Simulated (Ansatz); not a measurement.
C₆H₁₀O, triplet, geometry from GFN2-xTB (a higher spin typed on purpose: for a closed-shell molecule this is an excited state). Base run: HF/STO-3G (Ansatz, a first-principles code).

The Ansatz input:
Ansatz 0.2 input:
```yaml
crystal:
  periodic: [false, false, false]
  atoms:
    - {symbol: O, position_ang: [2.36106128, 0.44277604, 0.25723720]}
    - {symbol: C, position_ang: [1.13365009, 0.20047069, -0.01331276]}
    - {symbol: C, position_ang: [0.09077164, 1.31333637, 0.22839384]}
    - {symbol: C, position_ang: [-1.17819378, 1.01003033, -0.54363085]}
    - {symbol: C, position_ang: [-1.77543362, -0.32572408, -0.11187780]}
    - {symbol: C, position_ang: [-0.74431059, -1.42919847, -0.32745964]}
    - {symbol: C, position_ang: [0.52779214, -1.14352997, 0.44612814]}
    - {symbol: H, position_ang: [-0.12591387, 1.40045300, 1.30206483]}
    - {symbol: H, position_ang: [0.55624689, 2.23831196, -0.11286847]}
    - {symbol: H, position_ang: [-1.89956956, 1.81101126, -0.36035552]}
    - {symbol: H, position_ang: [-0.96186879, 0.98739082, -1.61340380]}
    - {symbol: H, position_ang: [-2.67856603, -0.53728156, -0.68634433]}
    - {symbol: H, position_ang: [-2.04820434, -0.28058690, 0.94492597]}
    - {symbol: H, position_ang: [-1.15320435, -2.38494651, 0.01150188]}
    - {symbol: H, position_ang: [-0.51645648, -1.51665306, -1.39148850]}
    - {symbol: H, position_ang: [1.29184323, -1.89710476, 0.25362361]}
    - {symbol: H, position_ang: [0.32154775, -1.11511178, 1.52500114]}
basis:
  gaussian:
    orbitals: STO-3G
hamiltonian:
  xc: hf
magnetization: {spin_polarized: true, initial_magnetization: 2}
```

The bond that is stretched is that between atoms 17 and 7. A test that says stable can miss a lower solution.

Variants of this job, named by their change:

```csv
change,ΔE vs base (kcal/mol),<S^2>,stability test says
base,0.000,2.004,minimum
spin_polarized = on; lower_state_search = off,0.000,2.004,undecided (no full test)
spin_polarized = on; lower_state_search = standard,0.000,2.004,minimum
bond × 1.25,27.40,2.009,minimum
spin_polarized = on; lower_state_search = off; bond × 1.25,27.40,2.009,undecided (no full test)
spin_polarized = on; lower_state_search = standard; bond × 1.25,27.40,2.009,minimum
bond × 1.5,68.7,2.269,minimum
spin_polarized = on; lower_state_search = off; bond × 1.5,68.7,2.269,undecided (no full test)
spin_polarized = on; lower_state_search = standard; bond × 1.5,68.7,2.269,minimum
bond × 1.8,90.2,2.618,minimum
spin_polarized = on; lower_state_search = off; bond × 1.8,90.2,2.618,undecided (no full test)
spin_polarized = on; lower_state_search = standard; bond × 1.8,90.2,2.618,minimum
bond × 2.2,82.9,2.506,minimum
spin_polarized = on; lower_state_search = off; bond × 2.2,82.9,2.506,undecided (no full test)
spin_polarized = on; lower_state_search = standard; bond × 2.2,82.9,2.506,minimum
bond × 3.0,78.8,2.509,minimum
spin_polarized = on; lower_state_search = off; bond × 3.0,78.8,2.509,undecided (no full test)
spin_polarized = on; lower_state_search = standard; bond × 3.0,78.8,2.509,minimum
```

On stretching, the SCF can end on different states; <S^2> shows the spin contamination of each.
